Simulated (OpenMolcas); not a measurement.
# What dynamic correlation does to the levels of Cu+

```yaml
Program: OpenMolcas
Basis: ANO-RCC-VTZP [6s5p3d2f1g]
Scalar_Hamiltonian: DKH2, point nucleus
Active_space: 10 electrons in 11 orbitals (3d 4s 4d)
State_averaging: 2S+1 = 1 even, 6 roots; 2S+1 = 3 even, 5 roots kept (CI in the orbitals of an earlier block)
Spin-orbit_coupling: state interaction with AMFI integrals over the reference wave functions, term energies averaged over their components
```

Methods on the same reference wave functions:
A. CASSCF
B. SS-CASPT2, IPEA 0.25 Eh, imaginary shift 0.1 Eh (closed shells correlated: 3s 3p)

Energies in cm⁻¹ above 3d¹⁰ ¹S₀, the measured ground level; measured values from NIST Handbook of Basic Atomic Spectroscopic Data.

```json
{"Level": "3d¹⁰ ¹S₀", "A": "0.0", "B": "0.0", "Measured": "0.0"}
{"Level": "3d⁹ 4s ³D₃", "A": "14462", "B": "20259", "Measured": "21929"}
{"Level": "3d⁹ 4s ³D₂", "A": "15413", "B": "21150", "Measured": "22847"}
{"Level": "3d⁹ 4s ³D₁", "A": "16545", "B": "22342", "Measured": "23998"}
{"Level": "3d⁹ 4s ¹D₂", "A": "19108", "B": "24339", "Measured": "26265"}
```

Deviations, from unrounded energies. A percentage is the sum of absolute deviations over the sum of measured energies, with the sign that they share, or ± where signs differ.

```
           Against measurement  Levels      A     B
mean absolute deviation (cm-1)       4   7400  1700
      other configurations (%)       4  -31.1  -7.3
```

B lies closest to measurement on these levels. The largest miss of B in the table is 3d⁹ 4s ¹D₂, by -1900 cm-1. The ranking rests on the paired levels alone, and a cruder setting can come out closer through cancelling errors.

The lowest spin-free term lies below A's lowest term by 0.559 hartree in B.

Terms from blocks run as CI alone lack orbitals of their own. Active for correlation alone: 4d; no level in the range computed is led by a configuration that fills it, so any true level of that kind is missing. Without dynamic correlation excited terms often stand tens of per cent too high (terms of higher spin than the ground term too low), and those without a measured partner can miss by more than the paired ones (holds for A). Computed and measured levels are paired by configuration, term and J; levels that our copy of the source lacks, or whose pairing is in doubt (as where it misses far off the trend of its configuration), stay unpaired and out of the deviations. Only configurations of the active space appear.
